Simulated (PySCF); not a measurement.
Vertical excitations of a molecule CH₆O₃Si₂ from PySCF with TDA-PBE/def2-SVPD, as energy in eV (oscillator strength): 4.87 (0.010), 5.57 (0.014), 5.63 (0.003), 5.69 (0.004), 5.94 (0.010), 6.12 (0.037), 6.33 (0.020), 6.36 (0.005), 6.65 (0.020), 6.71 (0.021). Lowest triplet (TDA): 4.74 eV. The structure is a stationary point at PBE0-D3(BJ)/def2-SVP. The values are those of a single conformer.

Problem. Pick the molecule that these values belong to.
A. O=CO[SiH2]O[SiH3]
B. O[SiH2][SiH]1OCO1
C. O=C[SiH2]O[SiH2]O
D. O=CO[SiH2][SiH2]O

Solution. D, O=CO[SiH2][SiH2]O
